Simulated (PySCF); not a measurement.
**N(2+): excitation energy**

N(2+) [He] 2s2 2p1 (2P) → N(2+) [He] 2s2 3d1 (2D), as a difference of total energies. All numbers are calculated (PySCF 2.14, no relativity, point nucleus, in aug-cc-pVTZ). Correlated levels: valence: 1s2 frozen. The calculations carry no spin-orbit coupling.

| method | excitation energy (eV) |
| --- | --- |
| UHF | 33.518 |
| LDA | 32.810 |
| PBE | 32.698 |
| PBE0 | 32.992 |
| r2SCAN | 33.384 |
| BP86 | 32.650 |
| PW91 | 32.816 |
| MN15 | 32.860 |
| B3LYP | 33.064 |
| MP2 (valence) | 32.847 |
| SCS-MP2 (valence) | 32.739 |

Q: How much does correlation contribute at MP2 (valence)?

A: 32.847 − (33.518) = -0.671 eV, measured against UHF.

A first-order spin-orbit estimate (lowest level to lowest level, LS coupling) adds 0.014 eV.

The promoted electron is Rydberg-like, and one or two diffuse shells describe it only roughly, which tends to raise the upper state.
